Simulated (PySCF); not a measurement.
## Partial charges of `Fc1occ2[n+]1COC2`

Species: C₅H₅FNO₂ (charge +1).
Geometry (GFN2-xTB, Å), atoms numbered from 1 in this order:
```
atom  x, y, z in Å
F1     1.3706    2.6221    0.0682
C2     1.2253    1.3456    0.0632
O3     2.2373    0.5357    0.1418
C4     1.7489   -0.7368    0.1115
C5     0.4012   -0.6646    0.0167
N6     0.0908    0.6867   -0.0115
C7    -1.3620    0.8491   -0.0996
O8    -1.7850   -0.3952   -0.5437
C9    -0.8901   -1.4008   -0.0849
H10    2.4486   -1.5493    0.1611
H11   -1.6609    1.6126   -0.8247
H12   -1.7432    1.1056    0.9042
H13   -0.8885   -2.2096   -0.8183
H14   -1.1938   -1.8015    0.8939
```

Density: PBE0/pcSseg-1 (PySCF); schemes: Mulliken, IAO, Hirshfeld and ESP-fitted. One conformer (not necessarily the lowest) at the GFN2-xTB geometry, without solvent, vibrations or thermal averaging.

**Question.** For which atoms does the sign change between the 4 schemes (beyond +0.03 e in one, beyond −0.03 e in another)?

**Answer.** F1, C4 and C9.

**Question.** At which atom do the 4 schemes differ most?

**Answer.** At N6: from -0.671 (Mulliken) to +0.018 e (Hirshfeld), 0.689 e apart.

**Question.** Give the atomic charges in each scheme.

**Answer.** In e:

```
atom                        environment  Mulliken     IAO  Hirshfeld  ESP-fitted
  F1                      aryl fluorine    -0.132  -0.145     +0.032      -0.075
  C2                aromatic C–F carbon    +0.879  +0.655     +0.316      +0.576
  O3                        ring oxygen    -0.294  -0.167     +0.006      -0.095
  C4  aromatic CH next to a ring oxygen    +0.178  +0.024     +0.068      -0.124
  C5        substituted aromatic carbon    -0.002  +0.071     +0.062      +0.043
  N6     three-coordinate ring nitrogen    -0.671  -0.087     +0.018      -0.019
  C7         sp3 carbon bound to oxygen    +0.364  +0.047     +0.098      +0.077
  O8                cyclic ether oxygen    -0.471  -0.348     -0.107      -0.285
  C9         sp3 carbon bound to oxygen    +0.221  -0.073     +0.038      +0.009
 H10                  aromatic hydrogen    +0.178  +0.236     +0.120      +0.275
 H11                 methylene hydrogen    +0.188  +0.211     +0.096      +0.168
 H12                 methylene hydrogen    +0.176  +0.178     +0.080      +0.135
 H13                 methylene hydrogen    +0.200  +0.212     +0.094      +0.175
 H14                 methylene hydrogen    +0.188  +0.183     +0.079      +0.141
```

Mean size of the charges over all atoms: Mulliken 0.296 e, IAO 0.188 e, ESP-fitted 0.157 e, Hirshfeld 0.087 e. Each set sums to the total charge, 1, to within 0.001 e. The ESP scheme is a least-squares fit of atom-centred charges to the potential on four shells outside the van der Waals surface, with the total charge fixed.

**Question.** Sum the charges by element, for elements with more than one atom.

**Answer.** 
```
element  atoms  Mulliken     IAO  Hirshfeld  ESP-fitted
      C      5    +1.639  +0.725     +0.582      +0.581
      O      2    -0.766  -0.515     -0.101      -0.380
      H      5    +0.930  +1.021     +0.469      +0.893
```

**Question.** How closely do the schemes follow one another over all atoms?

**Answer.** Correlation coefficient and root-mean-square difference: IAO with ESP-fitted 0.96, 0.067 e; IAO with Hirshfeld 0.96, 0.152 e; Hirshfeld with ESP-fitted 0.94, 0.121 e; Mulliken with Hirshfeld 0.86, 0.294 e; Mulliken with IAO 0.83, 0.214 e; Mulliken with ESP-fitted 0.78, 0.243 e.

**Question.** How many electrons does the ESP-fitted scheme count on N6?

**Answer.** Z − q = 7 − (-0.019) = 7.019.

These values come from a run that also computed NMR shieldings. On an Intel Xeon Platinum 8259CL at 2.50 GHz with one thread, no GPU, shared host with 32 logical CPUs at a one-minute load of 20, this took 38 s wall and 0.88 GiB of memory at its peak.
